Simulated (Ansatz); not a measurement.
Reaction (atomization): `[CH3][SnH]([NH2])[F]` → C• + F• + 6 H• + N• + Sn•

Computed with Ansatz on PBE0-D4/def2-TZVP structures; ΔE is electronic, products minus reactants. CBS: MP2 limit from def2 TZ/QZ plus the TZ coupled-cluster correction, frozen cores. This one scheme is used for every species, atoms too. Functionals use def2-TZVPP. No spin–orbit coupling; open shells (•) take unrestricted orbitals. Spin–orbit coupling would lower the free atoms: a little for C, F; strongly for Sn. Elements past krypton have def2 core potentials. For Sn outer-core shells are correlated without core-valence functions, so the limit isn't a true one: a few kJ/mol of doubt a bond, and 10 to 20 or more in all where bonds break to atoms. One conformer a species, not always the lowest.

```csv
level,ΔE (kJ/mol),difference from CCSD(T)/CBS
revPBE-D4,3250.7,-72.8
r2SCAN-D4,3281.3,-42.2
r2SCANh-D4,3256.5,-67.0
CAM-B3LYP-D4,3313.7,-9.8
ωB97M-V,3299.2,-24.3
PBE-QIDH,3246.0,-77.5
PBE,3321.0,-2.5
MP2/def2-TZVPP,3238.5,-85.0
CCSD(T)/def2-TZVPP,3216.9,-106.6
HF/CBS(def2),2314.1,-1009.4
CCSD(T)/CBS,3323.5,0
```

Largest T1 diagnostic among the species: 0.013.

At CCSD(T), def2-SVP lies −272.4 kJ/mol from the extrapolated value and def2-TZVPP −106.6 kJ/mol: correlation converges slowly with the basis, and small sets miss more of it in the bonded molecule than in its fragments. From PBE to PBE0 (25 % exact exchange), in def2-TZVPP and without D4, ΔE moves by −66.1 kJ/mol: exact exchange takes away binding that semilocal exchange gives to molecules. In def2-TZVPP, CCSD(T) changes the Hartree–Fock value by +914.7 kJ/mol (the triples alone add +50.1 kJ/mol) and MP2 by +936.3 kJ/mol; breaking electron pairs costs correlation energy, which Hartree–Fock lacks.

For atomizations the MP2-based limit and the directly extrapolated one differ by several kJ/mol either way, and by 10 to 25 for some Ge, Se and Sn compounds, so smaller differences from it don't rank the levels.
